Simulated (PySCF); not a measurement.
Members of one series of related molecules.

All values: CAM-B3LYP/def2-SVPD (PySCF) at GFN2-xTB geometries, gas phase, one conformer each. Core orbitals are frozen in the response; Δα² is half the sum of the squared differences of the principal polarisabilities.

Question: Rank by dipole moment, lowest first.
A. `[OH:1][SiH2:2][O:3][C:4]1=[CH:5][C@@H:6]1[F:7]` with H–O1–Si2–O3 -13°, O1–Si2–O3–C4 176°, Si2–O3–C4–C5 163°
B. `[CH3:1][C:2]1=[C:3]([O:4][SiH2:5][OH:6])[C@H:7]1[F:8]` with C2–C3–O4–Si5 165°, C3–O4–Si5–O6 -16°, O4–Si5–O6–H -23°
C. `[OH:1][SiH2:2][O:3][C:4]1=[C:5]([CH2:6][F:7])[C@H:8]1[F:9]` with H–O1–Si2–O3 34°, O1–Si2–O3–C4 177°, Si2–O3–C4–C5 -8°, C4–C5–C6–F7 -7°
D. `[O:1]=[CH:2][C:3]1=[C:4]([O:5][SiH2:6][OH:7])[C@@H:8]1[F:9]` with O1–C2–C3–C4 -9°, C3–C4–O5–Si6 2°, C4–O5–Si6–O7 11°, O5–Si6–O7–H -24°

Answer: C (0.75 D), D (1.37 D), B (1.97 D), A (2.43 D).

Question: Rank by polarisability anisotropy Δα, lowest first.
A. `[O:1]=[CH:2][C:3]1=[C:4]([O:5][SiH2:6][OH:7])[C@@H:8]1[F:9]` with O1–C2–C3–C4 -9°, C3–C4–O5–Si6 2°, C4–O5–Si6–O7 11°, O5–Si6–O7–H -24°
B. `[OH:1][SiH2:2][O:3][C:4]1=[C:5]([CH2:6][F:7])[C@H:8]1[F:9]` with H–O1–Si2–O3 34°, O1–Si2–O3–C4 177°, Si2–O3–C4–C5 -8°, C4–C5–C6–F7 -7°
C. `[OH:1][SiH2:2][O:3][C:4]1=[CH:5][C@@H:6]1[F:7]` with H–O1–Si2–O3 -13°, O1–Si2–O3–C4 176°, Si2–O3–C4–C5 163°
D. `[CH3:1][C:2]1=[C:3]([O:4][SiH2:5][OH:6])[C@H:7]1[F:8]` with C2–C3–O4–Si5 165°, C3–O4–Si5–O6 -16°, O4–Si5–O6–H -23°

Answer: C (3.34 Å³), B (3.85 Å³), D (4.70 Å³), A (5.10 Å³).

Question: Rank by HOMO energy, lowest first.
A. `O[SiH2]OC1=C(CF)[C@H]1F`
B. `O[SiH2]OC1=C[C@@H]1F`
C. `CC1=C(O[SiH2]O)[C@H]1F`
D. `O=CC1=C(O[SiH2]O)[C@@H]1F`

Answer: D (-9.36 eV), B (-9.02 eV), A (-8.88 eV), C (-8.63 eV).

All values together:

| SMILES | change | formula | μ (D) | HOMO (eV) | LUMO (eV) | α (Å³) | Δα (Å³) | electrons | α per electron (Å³) |
| --- | --- | --- | --- | --- | --- | --- | --- | --- | --- |
| O[SiH2]OC1=C[C@@H]1F | parent | C3H5FO2Si | 2.43 | -9.02 | 0.72 | 9.62 | 3.34 | 62 | 0.155 |
| O=CC1=C(O[SiH2]O)[C@@H]1F | H on C replaced by CHO | C4H5FO3Si | 1.37 | -9.36 | -1.45 | 12.13 | 5.10 | 76 | 0.160 |
| O[SiH2]OC1=C(CF)[C@H]1F | H on C replaced by CH2F | C4H6F2O2Si | 0.75 | -8.88 | 0.73 | 11.62 | 3.85 | 78 | 0.149 |
| CC1=C(O[SiH2]O)[C@H]1F | H on C replaced by CH3 | C4H7FO2Si | 1.97 | -8.63 | 0.92 | 11.53 | 4.70 | 70 | 0.165 |

Conformers: `[OH:1][SiH2:2][O:3][C:4]1=[CH:5][C@@H:6]1[F:7]` with H–O1–Si2–O3 -13°, O1–Si2–O3–C4 176°, Si2–O3–C4–C5 163°; `[O:1]=[CH:2][C:3]1=[C:4]([O:5][SiH2:6][OH:7])[C@@H:8]1[F:9]` with O1–C2–C3–C4 -9°, C3–C4–O5–Si6 2°, C4–O5–Si6–O7 11°, O5–Si6–O7–H -24°; `[OH:1][SiH2:2][O:3][C:4]1=[C:5]([CH2:6][F:7])[C@H:8]1[F:9]` with H–O1–Si2–O3 34°, O1–Si2–O3–C4 177°, Si2–O3–C4–C5 -8°, C4–C5–C6–F7 -7°; `[CH3:1][C:2]1=[C:3]([O:4][SiH2:5][OH:6])[C@H:7]1[F:8]` with C2–C3–O4–Si5 165°, C3–O4–Si5–O6 -16°, O4–Si5–O6–H -23°.

Question: Give the shifts from the parent, `O[SiH2]OC1=C[C@@H]1F`.

Answer: 
```json
{"SMILES": "O=CC1=C(O[SiH2]O)[C@@H]1F", "change in μ (D)": "-1.06", "change in HOMO (eV)": "-0.34", "change in LUMO (eV)": "-2.17", "change in mean α (Å³)": "+2.51"}
{"SMILES": "O[SiH2]OC1=C(CF)[C@H]1F", "change in μ (D)": "-1.68", "change in HOMO (eV)": "+0.14", "change in LUMO (eV)": "+0.01", "change in mean α (Å³)": "+2.00"}
{"SMILES": "CC1=C(O[SiH2]O)[C@H]1F", "change in μ (D)": "-0.46", "change in HOMO (eV)": "+0.39", "change in LUMO (eV)": "+0.20", "change in mean α (Å³)": "+1.91"}
```
